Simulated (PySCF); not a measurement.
[AgF6]3-: Ag(III) (d8), charge -3. The structure is a model geometry with rigid ligands and bond lengths from ionic radii and polar angle and twist changed to 50.00, 60.00°, not a minimum; coordination octahedral, point group D3d, metal–donor distances 2.05 Å.

The d shell alone is too small an active space for [AgF6]3- (an active orbital has only 0.69 squared overlap with the free ion's shell): its levels, fitted parameters, g values and moments show what this model gives and aren't sound predictions.

```
7

Ag    0.0000    0.0000    0.0000
F     1.3600   -0.7852    1.3177
F     0.0000    1.5704    1.3177
F    -1.3600   -0.7852    1.3177
F     1.3600    0.7852   -1.3177
F    -1.3600    0.7852   -1.3177
F     0.0000   -1.5704   -1.3177
```

Method (PySCF 2.14, density fitting): CASSCF(8,5) with orbitals averaged over all microstates of the shell, strongly contracted NEVPT2 on the averaged canonical orbitals; basis x2c-TZVPall on the metal, x2c-SVPall elsewhere; spin-free X2C; IEF-PCM water; spin-orbit coupling by state interaction with the mean-field operator over all roots.

Which term lies lowest, and with what spin?

3A2g (S = 1, orbital degeneracy 1), orbital occupations from the lowest 2.0 2.0 2.0 1.0 1.0, by NEVPT2.

List the excited states of the same spin.

By NEVPT2, the lowest six: a 2S+1 = 3 state (99 % 3F) at 23042 cm⁻¹ (434 nm); a 2S+1 = 3 state (99 % 3F) at 23047 cm⁻¹ (434 nm); 3A1g at 23878 cm⁻¹ (419 nm); 3A2g at 30146 cm⁻¹ (332 nm); a 2S+1 = 3 state (51 % 3F) at 31254 cm⁻¹ (320 nm); a 2S+1 = 3 state (51 % 3F) at 31263 cm⁻¹ (320 nm). All are electric-dipole forbidden at this geometry.

Which is the lowest state of another spin?

1Eg at 9770 cm⁻¹ by NEVPT2; CASSCF alone puts it at 12619 cm⁻¹ above the same ground state.

Give the fitted ligand-field and repulsion parameters.

At CASSCF level (the NEVPT2 levels don't fit a ligand-field model well): orbital energies 0, 9, 1696, 18754, 18762 cm⁻¹; B = 825 cm⁻¹; C = 3408 cm⁻¹; B over its free-ion value at the same level 0.788; the fit misses the states by 513 cm⁻¹ rms, so splittings below that are unsure; ζ = 1679 cm⁻¹ (free ion 1914).

What are the magnetic parameters?

The ground multiplet follows a spin Hamiltonian with S = 1, g = 2.157, 2.204, 2.205, D = 21.38 cm⁻¹, E/|D| = 0.00 (spin-orbit part alone); the lowest levels hold 99 % of the spin-free ground state. μeff is 3.11 μB at 300 K and 2.43 μB at 10 K; the spin-only value is 2.83 μB.

NEVPT2 lifts a 2S+1 = 3 state (99 % 3F) from 16821 to 23042 cm⁻¹; on the d shell alone such lifts tend to overshoot. NEVPT2 on the d shell alone tends to put d–d bands too high for such charged or covalently bound ions.

The job took 11 s on one thread of Intel Xeon Platinum 8375C @ 2.90GHz (shared host), with 147 basis functions, launched as `OMP_NUM_THREADS=1 python lf_run.py task.json out`.
